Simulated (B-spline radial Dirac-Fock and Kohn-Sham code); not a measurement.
Method: the Dirac equation of a negative muon with reduced mass in the field of a spherical finite nucleus, with the Uehling potential to all orders; nuclear polarisation, deformation, hyperfine structure, self-energy, higher-order vacuum polarisation, relativistic recoil and electron screening are left out. Computed with a radial finite-basis atomic code. The nuclear charge is a Fermi distribution (skin thickness 2.3 fm).

Q: A muonic atom of atomic mass 144.92 u emits these computed lines: 2p3/2 → 1s1/2 4620 keV, 3d5/2 → 2p3/2 1541 keV, 4f7/2 → 3d5/2 550.4 keV, 5g9/2 → 4f7/2 253.4 keV. Which element is it, and what rms charge radius was used?

A: Europium (Z = 63, nuclide ¹⁴⁵Eu); the high transitions hardly feel the nucleus and fix Z. The 2p → 1s line lies 4371 keV below the value for a point nucleus without QED, which for this nuclear model gives a radius near 4.97 fm (4.9663 fm was used).
